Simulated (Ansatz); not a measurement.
Molecule: sum formula H$_{7}$Si$_{3}$O$_{2}$, net charge 0, doublet state. It need not be the lowest isomer of its formula. SMILES: [SiH3]O[SiH]O[SiH3]
Structure (B3LYP-D3(BJ)/def2-TZVP (Ansatz, an electronic-structure program) minimum search):
```xyz
12

Si     0.0305    -1.3018     0.6623
O      1.3760    -0.5200     0.1474
Si     2.0998     0.9204    -0.1733
O     -1.3080    -0.6394    -0.0106
Si    -2.1573     0.7101    -0.4077
H      0.1237    -2.7059     0.1681
H      2.4265     0.9881    -1.6140
H      1.1862     2.0339     0.1763
H      3.3385     1.0285     0.6264
H     -2.3271     1.5726     0.7838
H     -1.4333     1.4660    -1.4551
H     -3.4797     0.2919    -0.9168
```
Charge 0, spin multiplicity 2.

Computed values are from Ansatz. Cores are frozen in the correlated levels unless marked. UHF or UKS for open shells. Spin-orbit coupling is left out. Non-relativistic. CBS(X,Y): correlation extrapolated as X^-3; Hartree-Fock from the larger set.

What is the T1 diagnostic at CCSD/cc-pV(Q+d)Z?

0.014.

What is the atomisation energy De at CCSD(T)/CBS(cc-pV(T+d)Z,cc-pV(Q+d)Z)?

4109.6 kJ/mol.

What is the dipole moment at CCSD(T)/aug-cc-pV(D+d)Z?

0.66 D.

What is the total energy at CCSD(T)/CBS(cc-pV(T+d)Z,cc-pV(Q+d)Z)?

-1021.8913 Eh.
